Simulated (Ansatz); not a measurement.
ReO₃⁺. Charge 1, multiplicity 1. Geometry r2SCAN-D4/def2-TZVP, that of the neutral doublet.

Cartesian coordinates in Å:
```
Re -0.685 -0.048 -0.090
O -0.807 -0.072 -1.771
O 0.712 0.781 0.895
O 0.780 -0.661 0.966
```

In the def2 sets Re takes a core potential; there is no spin–orbit coupling. The structure holds one bond between oxygen atoms, so isomers without such links may lie far lower. The restricted singlet is unstable towards broken spin symmetry in Hartree–Fock (as tested in another run); at PBE-D4/def2-TZVP, r2SCAN-D4/def2-TZVP, PBE0-D4/def2-TZVP this wasn't settled. At PBE0-D4/def2-TZVP a triplet of charge 1 lies 0.28 eV below the restricted singlet at the same geometry. The structure comes from a short search, and lower isomers may exist.

Estimate the orbital energies around the gap (eV) in Ansatz with PBE-D4/def2-TZVP, r2SCAN-D4/def2-TZVP, PBE0-D4/def2-TZVP.


```csv
orbital,PBE-D4/def2-TZVP,r2SCAN-D4/def2-TZVP,PBE0-D4/def2-TZVP
HOMO−5,-17.26,-17.65,-19.00
HOMO−4,-16.99,-17.36,-18.65
HOMO−3,-16.28,-16.63,-17.88
HOMO−2,-15.63,-15.86,-17.06
HOMO−1,-13.77,-13.98,-15.16
HOMO,-12.60,-13.01,-14.44
LUMO,-12.15,-12.09,-11.37
LUMO+1,-11.58,-11.51,-10.89
LUMO+2,-9.91,-9.81,-9.09
LUMO+3,-9.14,-9.00,-8.21
LUMO+4,-8.19,-7.76,-6.52
LUMO+5,-7.02,-6.64,-6.21
```
